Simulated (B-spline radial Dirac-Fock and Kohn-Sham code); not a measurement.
## Au 5d5/2: cross section and angular parameters

System: atomic gold in the configuration 1s2 2s2 2p6 3s2 3p6 3d10 4s2 4p6 4d10 4f14 5s2 5p6 5d10 6s1; threshold 9.82 eV (orbital energy of the model). Model: Dirac-Hartree-Slater photoionisation with a Latter tail; cross sections with all multipoles, angular parameters from the dipole term and its interference with E2. Program: a radial B-spline solver.

For linearly polarised light dσ/dΩ = σ/(4π) [1 + β P₂(cos θ) + (δ + γ cos²θ) sin θ cos φ], with θ from the polarisation vector and φ the angle between the beam and the projection of the electron momentum on the plane normal to the polarisation.

```
hν (eV)  σ (kb)      β       γ       δ
   53.8    9830  0.951   0.009   0.010
   58.4    7630  1.056   0.013   0.011
     60    6990  1.091   0.015   0.011
   66.6    4920  1.229   0.026   0.013
   71.7    3780  1.329   0.037   0.014
   72.6       ?      ?       ?       ?
   81.9    2270  1.515   0.067   0.016
   85.8    1880  1.581   0.081   0.016
    100     978  1.793   0.150   0.015
    131     275  1.993   0.357  -0.004
    150     144  1.780   0.446  -0.024
    179    71.7  0.812   0.353  -0.035
    373    60.5  0.195   0.128   0.056
    667    44.4  0.953   0.172   0.011
    800    36.4  1.088   0.112   0.004
    811    35.8  1.097   0.107   0.003
    879    32.3  1.146   0.078   0.002
 1253.6    19.0  1.298  -0.024   0.002
   1480    14.2  1.341  -0.041   0.006
 1486.9    14.1  1.342  -0.041   0.006
   1700    11.0  1.366  -0.035   0.010
   2000    7.94  1.383  -0.003   0.015
   3500    2.21  1.361   0.311   0.043
   3630    2.01  1.355   0.341   0.046
 5414.7   0.692  1.272   0.731   0.081
   8210   0.204  1.146   1.206   0.137
   9980   0.111  1.077   1.440   0.174
  10300   0.100  1.066   1.478   0.180
  11400  0.0722  1.028   1.600   0.203
```

Question: Give the values at 72.6 eV.

Answer: σ = 3610 kb, β = 1.346, γ = 0.039, δ = 0.014.

Values without a named source are computed, but for edge energies of neutral atoms, which are taken from tables.
